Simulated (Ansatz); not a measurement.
Ansatz (an electronic-structure program) input (HF/STO-3G):

Ansatz 0.2 input:
```yaml
crystal:
  periodic: [false, false, false]
  atoms:
    - {symbol: C, position_ang: [2.80659300, -1.11498300, -0.24291200]}
    - {symbol: C, position_ang: [1.59203100, -0.75606300, -0.65473600]}
    - {symbol: Si, position_ang: [0.79899800, 0.87553300, -0.24222800]}
    - {symbol: C, position_ang: [-0.81673600, 0.61044600, 0.70756500]}
    - {symbol: O, position_ang: [-1.67724200, -0.17452100, -0.10585600]}
    - {symbol: C, position_ang: [-2.91917600, -0.44980300, 0.50597500]}
    - {symbol: H, position_ang: [3.24216000, -2.07747700, -0.49135400]}
    - {symbol: H, position_ang: [3.42287000, -0.45847200, 0.36279000]}
    - {symbol: H, position_ang: [1.02469100, -1.46098700, -1.25799000]}
    - {symbol: H, position_ang: [1.72438300, 1.66285200, 0.61162800]}
    - {symbol: H, position_ang: [0.49641400, 1.64147200, -1.47548100]}
    - {symbol: H, position_ang: [-0.61636900, 0.10292000, 1.66301600]}
    - {symbol: H, position_ang: [-1.28513400, 1.57580200, 0.95239600]}
    - {symbol: H, position_ang: [-3.50081700, -1.05181200, -0.19108100]}
    - {symbol: H, position_ang: [-3.46658400, 0.47525400, 0.72749200]}
    - {symbol: H, position_ang: [-2.78592200, -1.00844100, 1.44126600]}
basis:
  gaussian:
    orbitals: STO-3G
hamiltonian:
  xc: {name: HF}
relax: {f_tol: 0.003, max_steps: 120}
```

From the output:

```
mean field -14010.16928005 eV, -514.8642246081 hartree, gradient 2.3e-5 eV, S^2 0.000000; 0 other end points of the search recorded, 0 dependent functions left out
the calculation of the forces begins
reference -14010.16928005 eV, -514.8642246081 hartree; 28, 28 occupied and 16, 16 virtual orbitals, 643 factors
relax step   7: F+E_penalty+E_count = -14010.16928005 eV  Δ(F+E_penalty+E_count) = -4.305e-5 eV  max|allowed force component| = 8.142e-3 eV/Å  Δτ_max = 0.0067 Å  (26 SCF iters, accepted)
these checks for a lower state are left out or cut short: starts, cluster_reference, orbital_swaps, neighbouring_geometries, increment
integrals: 0.01 GiB planned
643 factors; integrals over basis functions are off by at most 1.4e-5 eV
mean field: 0.11 GiB planned
mean field -14010.16931406 eV, -514.8642258578 hartree, gradient 2.3e-5 eV, S^2 0.000000; 0 other end points of the search recorded, 0 dependent functions left out
the calculation of the forces begins
reference -14010.16931406 eV, -514.8642258578 hartree; 28, 28 occupied and 16, 16 virtual orbitals, 643 factors
relax step   8: F+E_penalty+E_count = -14010.16931406 eV  Δ(F+E_penalty+E_count) = -3.401e-5 eV  max|allowed force component| = 8.045e-3 eV/Å  Δτ_max = 0.0084 Å  (26 SCF iters, accepted)
these checks for a lower state are left out or cut short: starts, cluster_reference, orbital_swaps, neighbouring_geometries, increment
integrals: 0.01 GiB planned
643 factors; integrals over basis functions are off by at most 1.4e-5 eV
mean field: 0.11 GiB planned
mean field evaluation 64: about -14010.1694 eV, gradient 3.9e-4 eV
mean field -14010.16935003 eV, -514.8642271798 hartree, gradient 2.3e-5 eV, S^2 0.000000; 0 other end points of the search recorded, 0 dependent functions left out
the calculation of the forces begins
reference -14010.16935003 eV, -514.8642271798 hartree; 28, 28 occupied and 16, 16 virtual orbitals, 643 factors
relax step   9: F+E_penalty+E_count = -14010.16935003 eV  Δ(F+E_penalty+E_count) = -3.598e-5 eV  max|allowed force component| = 1.104e-2 eV/Å  Δτ_max = 0.0110 Å  (26 SCF iters, accepted)
these checks for a lower state are left out or cut short: starts, cluster_reference, orbital_swaps, neighbouring_geometries, increment
integrals: 0.01 GiB planned
643 factors; integrals over basis functions are off by at most 1.4e-5 eV
mean field: 0.11 GiB planned
mean field -14010.16938117 eV, -514.8642283242 hartree, gradient 2.3e-5 eV, S^2 0.000000; 0 other end points of the search recorded, 0 dependent functions left out
the calculation of the forces begins
reference -14010.16938117 eV, -514.8642283242 hartree; 28, 28 occupied and 16, 16 virtual orbitals, 643 factors
relax step  10: F+E_penalty+E_count = -14010.16938117 eV  Δ(F+E_penalty+E_count) = -3.114e-5 eV  max|allowed force component| = 8.349e-3 eV/Å  Δτ_max = 0.0113 Å  (26 SCF iters, accepted)
these checks for a lower state are left out or cut short: starts, cluster_reference, orbital_swaps, neighbouring_geometries, increment
integrals: 0.01 GiB planned
643 factors; integrals over basis functions are off by at most 1.4e-5 eV
mean field: 0.11 GiB planned
mean field -14010.16939255 eV, -514.8642287421 hartree, gradient 2.3e-5 eV, S^2 0.000000; 0 other end points of the search recorded, 0 dependent functions left out
the calculation of the forces begins
reference -14010.16939255 eV, -514.8642287421 hartree; 28, 28 occupied and 16, 16 virtual orbitals, 643 factors
relax step  11: F+E_penalty+E_count = -14010.16939255 eV  Δ(F+E_penalty+E_count) = -1.137e-5 eV  max|allowed force component| = 4.789e-3 eV/Å  Δτ_max = 0.0035 Å  (26 SCF iters, accepted)
these checks for a lower state are left out or cut short: starts, cluster_reference, orbital_swaps, neighbouring_geometries, increment
integrals: 0.01 GiB planned
643 factors; integrals over basis functions are off by at most 1.4e-5 eV
mean field: 0.11 GiB planned
mean field -14010.16939518 eV, -514.8642288391 hartree, gradient 2.3e-5 eV, S^2 0.000000; 0 other end points of the search recorded, 0 dependent functions left out
the calculation of the forces begins
reference -14010.16939518 eV, -514.8642288391 hartree; 28, 28 occupied and 16, 16 virtual orbitals, 643 factors
relax step  12: F+E_penalty+E_count = -14010.16939518 eV  Δ(F+E_penalty+E_count) = -2.638e-6 eV  max|allowed force component| = 1.699e-3 eV/Å  Δτ_max = 0.0014 Å  (26 SCF iters, accepted)
integrals: 0.01 GiB planned
643 factors; integrals over basis functions are off by at most 1.4e-5 eV
mean field: 0.11 GiB planned
mean field evaluation 96: about -14008.1974 eV, gradient 2.3e1 eV
mean field -14010.16939518 eV, -514.8642288391 hartree, gradient 2.3e-5 eV, S^2 0.000000; 1 other end points of the search recorded, 0 dependent functions left out
the calculation of the forces begins
reference -14010.16939518 eV, -514.8642288391 hartree; 28, 28 occupied and 16, 16 virtual orbitals, 643 factors
Total energy: -14010.16939518 eV, -514.8642288391 hartree
Atom 0 at     2.819856    -1.091391    -0.231776 Å, force    -0.001699    -0.000593    -0.000714 eV/Å
Atom 1 at     1.630216    -0.739223    -0.650334 Å, force     0.001682    -0.000105     0.001275 eV/Å
Atom 2 at     0.800490     0.866487    -0.252175 Å, force    -0.000056     0.000417     0.000102 eV/Å
Atom 3 at    -0.811343     0.571793     0.673881 Å, force    -0.000883    -0.000378     0.000193 eV/Å
Atom 4 at    -1.705389    -0.188219    -0.162202 Å, force    -0.000274     0.000601     0.000667 eV/Å
Atom 5 at    -2.941093    -0.421344     0.525097 Å, force    -0.000279    -0.000083     0.000141 eV/Å
Atom 6 at     3.273060    -2.041489    -0.487881 Å, force     0.000236     0.000441     0.000758 eV/Å
Atom 7 at     3.431458    -0.456187     0.397557 Å, force     0.000149    -0.000151    -0.000527 eV/Å
Atom 8 at     1.086298    -1.436708    -1.275939 Å, force    -0.000107     0.000474    -0.000679 eV/Å
Atom 9 at     1.654673     1.648851     0.575261 Å, force    -0.000513    -0.000278    -0.000160 eV/Å
Atom 10 at     0.522056     1.585703    -1.448947 Å, force     0.000140    -0.000224     0.000210 eV/Å
Atom 11 at    -0.620407     0.041714     1.611693 Å, force     0.000123     0.000683    -0.000729 eV/Å
Atom 12 at    -1.264615     1.529047     0.949047 Å, force     0.000580    -0.000697    -0.000290 eV/Å
Atom 13 at    -3.586175    -0.997673    -0.141076 Å, force     0.000426     0.000440     0.000617 eV/Å
Atom 14 at    -3.452137     0.512895     0.780190 Å, force     0.000463    -0.000962    -0.000085 eV/Å
Atom 15 at    -2.796789    -0.992535     1.448093 Å, force     0.000012     0.000416    -0.000779 eV/Å
Dipole moment:    -0.046743     0.104558     0.221272 e Å
```

The geometry given is a B3LYP-D3(BJ)/def2-TZVP minimum.
